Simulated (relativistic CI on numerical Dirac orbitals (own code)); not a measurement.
## d3 in a ligand field

Computed with a parametric ligand-field model of a d^n configuration (Racah B and C, spin-orbit zeta, crystal field), exact diagonalisation.

Field parameters in Wybourne normalisation: Oh B⁴₀ = 21Dq, B⁴₄ = √(5/14) B⁴₀. The field is a parameter set, without covalency.

Problem. Ground term and bands for B = 300, C = 1140, ζ = 0 cm⁻¹, Oh, 10Dq = 3900 cm⁻¹?

Solution. Ground term 4A2 with 0.00 electrons in the two orbitals of the cubic e set. Spin-allowed: 4T2 3900 cm⁻¹ (2564 nm), 4T1 6203 cm⁻¹ (1612 nm), 4T1 9997 cm⁻¹ (1000 nm). Lowest spin-forbidden: 2E 5472 cm⁻¹ (1827 nm), 2T1 5765 cm⁻¹ (1735 nm), 2T2 7751 cm⁻¹ (1290 nm). With an A2 ground term the first spin-allowed band lies at |10Dq| itself.

Problem. Ground term and bands for B = 300, C = 1140, ζ = 0 cm⁻¹, Oh, 10Dq = 8700 cm⁻¹?

Solution. Ground term 4A2 with 0.00 electrons in the two orbitals of the cubic e set. Spin-allowed: 4T2 8700 cm⁻¹ (1149 nm), 4T1 11801 cm⁻¹ (847 nm), 4T1 18799 cm⁻¹ (532 nm). Lowest spin-forbidden: 2E 5658 cm⁻¹ (1767 nm), 2T1 5924 cm⁻¹ (1688 nm), 2T2 8730 cm⁻¹ (1146 nm). With an A2 ground term the first spin-allowed band lies at |10Dq| itself.

Problem. Ground term and bands for B = 300, C = 1140, ζ = 0 cm⁻¹, Oh, 10Dq = 6300 cm⁻¹?

Solution. Ground term 4A2 with 0.00 electrons in the two orbitals of the cubic e set. Spin-allowed: 4T2 6300 cm⁻¹ (1587 nm), 4T1 9154 cm⁻¹ (1092 nm), 4T1 14246 cm⁻¹ (702 nm). Lowest spin-forbidden: 2E 5583 cm⁻¹ (1791 nm), 2T1 5868 cm⁻¹ (1704 nm), 2T2 8351 cm⁻¹ (1197 nm). With an A2 ground term the first spin-allowed band lies at |10Dq| itself.

Problem. Ground term and bands for B = 300, C = 1140, ζ = 0 cm⁻¹, Oh, 10Dq = 13500 cm⁻¹?

Solution. Ground term 4A2 with 0.00 electrons in the two orbitals of the cubic e set. Spin-allowed: 4T2 13500 cm⁻¹ (741 nm), 4T1 16808 cm⁻¹ (595 nm), 4T1 28192 cm⁻¹ (355 nm). Lowest spin-forbidden: 2E 5758 cm⁻¹ (1737 nm), 2T1 5984 cm⁻¹ (1671 nm), 2T2 9171 cm⁻¹ (1090 nm). With an A2 ground term the first spin-allowed band lies at |10Dq| itself.

Problem. Ground term and bands for B = 300, C = 1140, ζ = 0 cm⁻¹, Oh, 10Dq = 7500 cm⁻¹?

Solution. Ground term 4A2 with 0.00 electrons in the two orbitals of the cubic e set. Spin-allowed: 4T2 7500 cm⁻¹ (1333 nm), 4T1 10500 cm⁻¹ (952 nm), 4T1 16500 cm⁻¹ (606 nm). Lowest spin-forbidden: 2E 5624 cm⁻¹ (1778 nm), 2T1 5900 cm⁻¹ (1695 nm), 2T2 8560 cm⁻¹ (1168 nm). With an A2 ground term the first spin-allowed band lies at |10Dq| itself.
